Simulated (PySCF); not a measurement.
## Basis and Hamiltonian dependence of the excitation energy of Si⁺

Si⁺ [Ne] 3s2 3p1 (2P) → Si⁺ [Ne] 3s2 4s1 (2S). Calculated with PySCF 2.14 from differences of total energies of unrestricted determinants, without spin-orbit coupling. Values in eV.

```csv
basis,Hamiltonian,functions,UHF,LDA,PBE0,MP2 (valence),CCSD(T) (valence)
ANO-RCC-VTZP,spin-free X2C,34,8.606,8.430,8.616,8.541,8.568
aug-cc-pwCVDZ,non-relativistic,36,7.992,8.043,8.188,7.957,8.013
aug-cc-pV(T+d)Z,non-relativistic,55,7.988,7.999,8.164,8.022,8.092
aug-cc-pVQZ-DK,spin-free X2C,84,7.968,7.977,8.137,8.019,8.074
dyall-av3z,non-relativistic,84,7.991,8.005,8.157,8.019,8.080
aug-cc-pV(Q+d)Z,non-relativistic,89,7.991,8.000,8.161,8.041,8.096
"aug-cc-pV(Q+d)Z with one added diffuse shell each of s, p, d, f, g type",non-relativistic,114,7.991,7.998,8.158,8.040,n/a
```

Frozen in the all-electron rows: valence: [Ne].

At UHF, ANO-RCC-VTZP, aug-cc-pVQZ-DK lie more than 0.3 eV from the median of the rows with comparable relativity. Of these, ANO-RCC-VTZP has no diffuse functions of the l that the added or promoted electron needs.

Reference for a calculation without spin-orbit coupling: 8.097 eV (measured, between term centres; NIST).
